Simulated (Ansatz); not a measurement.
One change: `C[O][SnH3]` becomes `C[O][SnH2][S]C`.

Ansatz, PBE0-D4/def2-TZVP geometries, multiplicity 1. Each molecule was computed in one conformer, which needn't be the lowest.

Elements past krypton have def2 core potentials.

```tsv
property	`C[O][SnH3]`
HOMO–LUMO gap (PBE0/def2-TZVPP) / eV	7.10
size of the dipole moment (PBE/def2-TZVPP) / D	1.26
HOMO–LUMO gap (ωB97M-V/def2-TZVPP) / eV	10.95
HOMO–LUMO gap (PBE/def2-TZVPP) / eV	4.76
LUMO energy (B3LYP/def2-TZVPP) / eV	-0.65
HOMO energy (ωB97M-V/def2-TZVPP) / eV	-9.88
```

Problem. What does the change do to each property? (Estimate.)

Solution. Computed: 
| property | `C[O][SnH2][S]C` | shift |
| --- | --- | --- |
| HOMO–LUMO gap (PBE0/def2-TZVPP) / eV | 6.47 | -0.63 |
| size of the dipole moment (PBE/def2-TZVPP) / D | 1.66 | 0.40 |
| HOMO–LUMO gap (ωB97M-V/def2-TZVPP) / eV | 10.36 | -0.59 |
| HOMO–LUMO gap (PBE/def2-TZVPP) / eV | 4.34 | -0.42 |
| LUMO energy (B3LYP/def2-TZVPP) / eV | -0.74 | -0.09 |
| HOMO energy (ωB97M-V/def2-TZVPP) / eV | -9.12 | 0.76 |

Dipoles are sizes alone; their direction can turn.

B3LYP here is the variant with VWN-RPA as its local correlation; programs differ in this.
